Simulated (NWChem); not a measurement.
System: CH3F2Ga; SMILES [F][Ga]([CH3])[F]

```xyz
7

Ga    -0.0030    -0.0154     0.0013
F     -1.4483     0.9673    -0.0025
F      1.4309     0.9842    -0.0023
C      0.0108    -1.9501     0.0031
H      0.6431    -2.3153     0.8248
H      0.4342    -2.3115    -0.9455
H     -1.0093    -2.3393     0.1184
```
Atoms are numbered in this order, from 1.

Results from NWChem. Pople sets run with spherical d functions. Geometry: optimised at PBE0/def2-SVP. GIAO values for the isolated, static molecule; σ is the absolute isotropic shielding, δ = σ(reference) − σ with the isolated reference molecule computed at the same levels (13C: tetramethylsilane, 19F: trichlorofluoromethane, 1H: tetramethylsilane).

For level B3LYP/6-311G**:

```yaml
"σ Ga1 (ppm)": 1479.9
"δ F2 (ppm)": -120.0
"δ F3 (ppm)": -122.2
"δ C4 (ppm)": -9.3
```

Problem. What are these values for level B3LYP/6-31G*?

Solution. 
- σ Ga1 (ppm) = 1685.9
- δ F2 (ppm) = -92.6
- δ F3 (ppm) = -94.5
- δ C4 (ppm) = -6.0
